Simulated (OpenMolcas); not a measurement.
Co2+ with its 6 nearest fluoride ions at 2.128 Å, on the Ca site of CsCaF3 (a = 4.526 Å, distance in the model lattice 2.263 Å). The rest of the host is ab initio model potentials to 7.6 Å, with orthogonalisation functions on the cations behind the ligands, and point charges beyond; the distance is set by hand and nothing relaxes. Ligand basis ANO-RCC-VDZP.
```
Co    0.0000    0.0000    0.0000
F     2.1280    0.0000    0.0000
F     0.0000    2.1280    0.0000
F    -2.1280    0.0000    0.0000
F     0.0000   -2.1280    0.0000
F     0.0000    0.0000    2.1280
F     0.0000    0.0000   -2.1280
```

```
Program             : OpenMolcas 26.06
Method              : CASSCF
Basis               : ANO-RCC-VTZP [6s5p3d2f1g]
Scalar Hamiltonian  : DKH2, point nucleus
Active space        : 7 electrons in 5 orbitals (3d)
State averaging     : 2S+1 = 4 even, 10 roots; 2S+1 = 2 even, 40 roots
Spin-orbit coupling : RASSI with atomic mean-field integrals over the reference wave functions
```

What is the spin-free ground state (labels of O, the rotations of Oh)?

4T1, 3-fold in its orbital part, 99 % from free-ion F terms; it has the highest spin that d7 allows.

Where is the first state of the same spin?

4T2 at 4480 cm-1 above the ground state.

What are the lowest two levels with spin-orbit coupling?

A 2-fold level Γ6 with g = 4.54, 4.54, 4.54, then a 4-fold level Γ8 353.2 cm-1 above it. Their leading multiplicities are 4 (100 %) and 4 (100 %).

What is χT at 300 K, and how does it compare with the textbook value?

The lowest level has 2S+1 = 4, for which the spin-only value is χT = S(S+1) / 2 = 1.875 cm3 K/mol (g = 2). The computed 3.740 at 300 K differs by +1.865, through orbital momentum, spin-orbit coupling and any other state in reach. With a threefold ground state the orbital momentum is unquenched, so the spin-only value is not expected to hold.

Which ligand-field parameters describe the states?

A least-squares ligand-field fit to the states below 45000 cm-1, each weighted by its degeneracy and with a free common offset, gives 10Dq = 5104 cm-1, B = 1221 cm-1 and C = 4492 cm-1 (C/B = 3.68), with an rms deviation of 90 cm-1. The same method and metal basis give the free ion B = 1229 cm-1 (fit to its terms below 60000 cm-1, rms deviation 20 cm-1), so the nephelauxetic ratio is β = 1221 / 1229 = 0.99; it hangs on how both fits weigh the states, and computed free-ion B values tend to be too large, so β mixes covalency with correlation.

An orbital triplet at a regular site is open to Jahn-Teller coupling, which can distort the site and quench the lowest spin-orbit gaps and is left out. Without dynamic correlation the repulsion within the d shell is too large (B by tens of per cent), so at a given field states of lower spin stand too high. Ligand-to-metal charge-transfer states are missing. With no ligand orbital active B as a rule stays too high, so bands that hang on it stand too high and its fall with covalency is understated. With metal d orbitals alone and no dynamic correlation 10Dq can be off by a tenth to a fifth, either way, in oxide and fluoride hosts. No measured value stands beside these numbers; the geometry was set by hand and not optimised.
